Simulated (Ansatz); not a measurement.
Geometry optimisation, DFT PBE-D3(BJ), scalar-relativistic, plane waves, PAW (Ansatz 0.2.0).

input.yaml

```yaml
crystal:
  lattice:
    - [5.23054, 0.0, 0.0]
    - [0.0, 5.23054, 0.0]
    - [0.0, 0.0, 5.23054]
  atoms:
    - { symbol: O, position: [0.1112948, 0.7091157, 0.1173001] }
    - { symbol: H, position: [0.0717064, 0.7680735, -0.053716] }
    - { symbol: H, position: [0.0827122, 0.5263303, 0.1094077] }
    - { symbol: O, position: [0.688584, 0.5662383, 0.3649367] }
    - { symbol: H, position: [0.5822706, 0.4146308, 0.3664907] }
    - { symbol: H, position: [0.7638771, 0.5664216, 0.1957603] }
    - { symbol: O, position: [0.3520339, 0.733664, 0.6801652] }
    - { symbol: H, position: [0.3853619, 0.8387278, 0.531368] }
    - { symbol: H, position: [0.4063454, 0.5643342, 0.6285178] }
    - { symbol: O, position: [0.145962, 0.1416224, 0.4101272] }
    - { symbol: H, position: [0.0756987, 0.3028989, 0.4679435] }
    - { symbol: H, position: [0.0634103, 0.0156153, 0.5178174] }
    - { symbol: "N", position: [0.7378114, 0.0510352, -0.0068793] }
    - { symbol: H, position: [0.6963711, -0.0718458, 0.1379397] }
    - { symbol: H, position: [0.9197792, 0.112206, 0.0237059] }
    - { symbol: H, position: [0.6230943, 0.2059341, 0.0183384] }
basis:
  ecutwfc: 420.0
kpoints:
  mp_grid: { grid: [1, 1, 1] }
hamiltonian:
  xc: pbe
  dispersion: d3bj
scf:
  occupations: { method: fermi_dirac, width: 0.05 }
  lower_state_search: "off"
relax:
  f_tol: 0.3
  max_steps: 15
  adjacent_minimum: "off"
output:
  write_density: true
  write_potential: true
  elf: true
  volumetric_format: npy
```

Launched with:

```bash
$ ansatz run input.yaml --threads 1 --pin off --max-ram 3072MiB --backend cpu --events-out ev --progress --plain --runs-dir out
```

Q: Where does it end, and by what steps?

A: The forces met the threshold. The threshold is loose, so the end isn't yet a minimum. Limits of this set-up: coarse k mesh. After 13 steps the energy has fallen by 2.443 eV; H14 moved furthest, 1.56 Å.

```
step  energy less start (eV)  largest force component (eV/Å)  accepted
   0                  0.0000                           0.689       yes
   1                 -0.5266                           1.442       yes
   2                 -0.9034                           1.560       yes
   3                 -1.1755                           1.097       yes
   4                 -1.3489                           0.822       yes
   5                 -1.5033                           0.574       yes
   6                 -1.6351                           0.779       yes
   7                 -1.7496                           0.714       yes
   8                 -1.8963                           1.226       yes
   9                 -2.0659                           1.758       yes
  10                 -2.2729                           0.991       yes
  11                 -2.3882                           0.520       yes
  12                 -2.4300                           0.358       yes
  13                 -2.4427                           0.178       yes
```

```xyz
16
Lattice="5.2305 0.0000 0.0000 0.0000 5.2305 0.0000 0.0000 0.0000 5.2305" Properties=species:S:1:pos:R:3
O 0.180 3.518 0.834
H 0.845 3.638 0.097
H 0.523 2.774 1.368
O 2.989 2.349 2.298
H 2.298 1.677 2.073
H 3.419 2.684 1.491
O 2.037 4.111 4.144
H 1.633 4.803 3.563
H 2.372 3.459 3.472
O 0.883 0.677 2.267
H 0.203 0.726 3.068
H 0.637 -0.133 1.760
N 4.469 0.801 -0.896
H 3.829 0.009 -0.778
H 4.857 1.019 0.022
H 3.905 1.598 -1.198
```

Time of the run: 8.8 s on 1 thread of AMD EPYC 9R14 (Zen 4), on a shared host, peak memory 0.37 GiB.
